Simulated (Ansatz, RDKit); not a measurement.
Dimer: HF (SMILES F) (first 2 atoms) with CH2O2 (SMILES O=CO); geometry from B3LYP-D3(BJ)/def2-TZVP, rigid monomers moved along the line of their centres of mass till H2···O3 is 2.28 Å.
(charge 0, multiplicity 1):
```xyz
7

F      0.39017     0.00140     0.46205
H     -0.15532    -0.47250     1.09499
O     -0.77918    -0.76793     3.26807
C     -0.19783    -0.01836     4.02558
O      0.70268     0.88289     3.67749
H     -0.36862    -0.01606     5.10629
H      0.83040     0.85318     2.70274
```

Counterpoise-corrected where a basis set is named; no monomer relaxation. RDKit's UFF carries no charges.

Correlated levels freeze the cores. CBS: X⁻³ extrapolation of the correlation energy, Hartree–Fock from the larger set.

Codes used: Ansatz (Gaussian orbitals); RDKit for the force fields. Values without a source in brackets are computed.

Q: Give the interaction energy at the level MP2/CBS(aug-cc-pVDZ, aug-cc-pVTZ) + ΔCCSD(T)/aug-cc-pVDZ.

A: -7.5 kcal/mol

Q: What is the computed interaction energy (UFF)?

A: 2.6 kcal/mol

Q: Give the interaction energy at the level HF/aug-cc-pVDZ.

A: -6.9 kcal/mol

Ansatz is a program for electronic structure.
